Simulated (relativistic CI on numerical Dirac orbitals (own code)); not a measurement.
**Cr⁺ in a cubic cluster: 3s photoemission with charge transfer**

Computed with a charge-transfer multiplet model of a cubic metal-ligand cluster with up to 3 ligand holes, Slater and spin-orbit integrals from Dirac-Coulomb-Breit ions, Slater integrals scaled by 0.8. The ground state mixes d5 with configurations of k ligand holes L, whose averages lie at kΔ + k(k − 1)U_dd/2; a core hole lowers each added d electron by U_cd. 300 K, Lorentzian 1.4 eV and Gaussian 0.8 eV FWHM.

Atomic integrals in eV (Slater integrals scaled, ζ unscaled), ground: F2dd 6.636, F4dd 4.082, zeta_d 0.022; with the core hole: F2dd 7.841, F4dd 4.877, zeta_d 0.029, G2cd 8.263.

Cluster parameters (eV): Δ = 8.5, U_cd = 6.2, 10Dq = 0.6, 10Dq(ligand) = 0.8, V(eg) = 2.7, V(t2g) = -1.23, final-state hopping factor = 0.8.

```csv
Case,n_d,d5,d6L,d7L2,d8L3,S
U_dd = 4.3 eV,5.15,0.86,0.14,0.01,0.00,2.50
U_dd = 5 eV,5.15,0.86,0.14,0.01,0.00,2.50
U_dd = 5.7 eV,5.15,0.86,0.14,0.01,0.00,2.50
```

Weights, n_d and S are thermal averages at 300 K. Binding energies count from the first peak over 30 % of the highest in each spectrum, which can be another peak from case to case. The parameters are a model scan and need not match a compound or its usual spin state. Peaks in eV (height, largest 100):
- U_dd = 4.3 eV: 0.0 (100), 9.6 (60), 15.3 (6)
- U_dd = 5 eV: 0.0 (100), 9.6 (61), 15.6 (6)
- U_dd = 5.7 eV: 0.0 (100), 9.6 (61), 15.8 (6)

For the case U_dd = 5 eV, Δ = 8.5 eV is larger than U_dd = 5 eV, the Mott-Hubbard side of the Zaanen-Sawatzky-Allen scheme. With the core hole the average of the configuration with one ligand hole lies at Δ − U_cd = 2.3 eV before mixing: the effective hopping of about 3.4 eV (from the holes of the mixed ground state) is comparable with this gap or larger, so the configurations mix strongly.

Without intra-shell correlation the exchange splitting of the 3s hole comes out too large.
